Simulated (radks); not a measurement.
Neutral carbon inside a hard spherical wall (all orbitals vanish at R), configuration held at [He] 2s2 2p2 and not refilled when levels cross. Calculated with a radial shooting solver on a logarithmic mesh with Libxc functionals: non-relativistic Kohn-Sham, PBE, spin-polarised, spherical densities, point nucleus; open shells are filled with parallel spins first. Eigenvalues in eV for spin up, with the zero of energy where the potential of the charges vanishes at infinity; a dash marks a level that is unbound or too diffuse for the functional's potential to be trusted. A positive occupied level is held by the wall or, in an anion where self-interaction has pushed it up, behind a barrier. The pressure on the wall is -dE/dV.

| R (bohr) | E (hartree) | kinetic (hartree) | e(1s) | e(2s) | e(2p) | e(3s, empty) | e(3p, empty) | pressure (GPa) |
|---|---|---|---|---|---|---|---|---|
| free | -37.79369 | 37.669 | -273.02 | -14.630 | -6.099 | - | - | 0 |
| 20 | -37.79369 | 37.669 | -273.02 | -14.630 | -6.099 | - | - | < 0.0001 |
| 12 | -37.79369 | 37.669 | -273.02 | -14.630 | -6.098 | -0.062 | 1.038 | < 0.0001 |
| 10 | -37.79367 | 37.669 | -273.02 | -14.627 | -6.096 | 0.269 | 1.639 | 0.000625 |
| 6 | -37.78908 | 37.703 | -272.62 | -14.380 | -5.813 | 4.363 | 7.066 | 0.420 |
| 5 | -37.77445 | 37.789 | -271.82 | -13.896 | -5.235 | 8.704 | 11.928 | 2.63 |
| 3.5 | -37.60268 | 38.547 | -266.57 | -10.552 | -1.311 | 29.332 | 32.162 | 58.8 |
| 3 | -37.35873 | 39.417 | -261.69 | -6.991 | 2.638 | 47.518 | 48.598 | 190 |
| 2.5 | -36.76081 | 41.220 | -253.14 | 0.446 | 10.331 | 81.641 | 77.944 | 690 |
| 2 | -35.17844 | 45.215 | -237.95 | 17.796 | 26.494 | 152.45 | 135.64 | 2980 |
| 1.5 | -30.36413 | 55.421 | -209.58 | 66.610 | 65.563 | 324.47 | 267.84 | 17500 |
